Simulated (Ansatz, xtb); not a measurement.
**Relative energy of two isomers of C4H3NO3**

Structure X: `O=COc1ncco1`, a singlet. Structure Y: `O=COc1cnco1`, a singlet. Both are isolated molecules in the gas phase, relaxed with r2SCAN-D4/def2-SVP; the shapes shown needn't be the lowest conformers.

X (Å):

```xyz
11

C     1.1225   -2.8728    0.4136
C     0.8826   -0.5924    0.7918
C     0.1775    1.0210    1.9357
C    -0.7336    0.7973    0.9476
N     1.2163    0.1108    1.8184
O     0.1574   -3.1543    1.0507
O     1.5876   -1.5919    0.2185
O    -0.2738   -0.2530    0.1966
H     1.8040   -3.5637   -0.1210
H     0.1588    1.7723    2.7239
H    -1.6794    1.2366    0.6432
```

Y (Å):

```xyz
11

C     1.3333   -0.7649    2.8540
C     0.5470   -1.0227    0.6618
C    -0.7876   -0.7183    0.6621
C    -0.2186   -1.2448   -1.3208
N    -1.2480   -0.8727   -0.6345
O     0.2781   -0.4344    3.3069
O     1.5657   -1.0779    1.5478
O     0.9257   -1.3597   -0.5905
H     2.2897   -0.8744    3.4017
H    -1.4177   -0.4091    1.4902
H    -0.1404   -1.4748   -2.3820
```

Problem. Estimate E(Y) − E(X) at the level CCSD(T)/def2-SVP + ΔMP2/def2-TZVPP.

Solution. Too close to call at this level: CCSD(T)/def2-SVP + ΔMP2/def2-TZVPP gives E(Y) − E(X) = +1.49 kcal/mol.

The same difference at several levels:

| level | geometry | E(Y) − E(X) (kcal/mol) | departure from the last row (kcal/mol) | job, with rough time for the two |
| --- | --- | --- | --- | --- |
| r2SCAN-D4/def2-SVP | r2SCAN-D4/def2-SVP | +0.08 | −1.41 | optimisation, 63 s |
| HF/def2-SVP | r2SCAN-D4/def2-SVP | +2.66 | +1.17 | part of the CCSD(T) run |
| MP2/def2-SVP | r2SCAN-D4/def2-SVP | +1.22 | −0.27 | part of the CCSD(T) run |
| CCSD(T)/def2-SVP | r2SCAN-D4/def2-SVP | +1.59 | +0.10 | single point |
| CCSD(T)/def2-SVP + ΔMP2/def2-TZVPP | r2SCAN-D4/def2-SVP | +1.49 |  | single point, 87 s |

As drawn, both hold the same kinds of bond in the same numbers.

r2SCAN-D4/def2-SVP finds them nearly level. The largest departure from CCSD(T)/def2-SVP + ΔMP2/def2-TZVPP is that of r2SCAN-D4/def2-SVP, 1.41 kcal/mol. Levels run at GFN2-xTB geometries aren't shown. The last row adds to CCSD(T) the change of the MP2 difference between the two basis sets, here −0.10 kcal/mol.

With thermal terms from frequencies at re-optimised GFN2-xTB minima (ideal gas, soft modes damped towards free rotors, one conformer each, 298.15 K, 1 atm): on the last row, ΔE + ΔZPE = +1.58, ΔH = +1.54, ΔG = +1.60 kcal/mol.

The correlated steps freeze 8 core orbitals. Run with Ansatz 0.2.0, xtb 6.7.1; the last row on 2 threads of Intel(R) Xeon(R) Processor @ 2.70GHz on a shared host.
